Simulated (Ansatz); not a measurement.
`[CH2][CH2][GeH3]` radical, relaxed with UKS PBE-D4/def2-SVP in the Gaussian-basis code of Ansatz from a rough embedded geometry. The force threshold is 0.03 eV/Å; the program also tests the step.

The species carries charge 0 and has multiplicity 2.

Start:

```xyz
10

C     1.096    0.478   -0.950
C     0.656   -0.140    0.344
Ge   -1.249    0.026    0.450
H     2.189    0.411   -1.038
H     0.741   -0.121   -1.836
H     1.110    0.399    1.178
H     0.907   -1.213    0.404
H    -1.968   -0.751   -0.750
H    -1.696    1.486    0.385
H    -1.787   -0.577    1.813
```

Q: By how much does the energy fall, and how many steps does the optimiser take? (Estimate.)

A: Ansatz gave: 14.96 kcal/mol, in 11 steps, 3 of them rejected.

Q: Which bonds change most? (Best estimate.)

A: Ansatz gave: C2–Ge3 from 1.914 to 2.013 Å; Ge3–H8 from 1.601 to 1.552 Å; C1–C2 from 1.500 to 1.472 Å; Ge3–H10 from 1.585 to 1.559 Å.

Q: Give the relaxed structure. (An estimate is asked.)

A: Ansatz gave: 
```xyz
10

C     1.239    0.172   -0.966
C     0.701   -0.310    0.317
Ge   -1.269    0.071    0.470
H     1.580    1.213   -1.078
H     1.144   -0.434   -1.880
H     1.168    0.180    1.197
H     0.794   -1.410    0.441
H    -2.014   -0.635   -0.695
H    -1.508    1.601    0.367
H    -1.834   -0.448    1.827
```
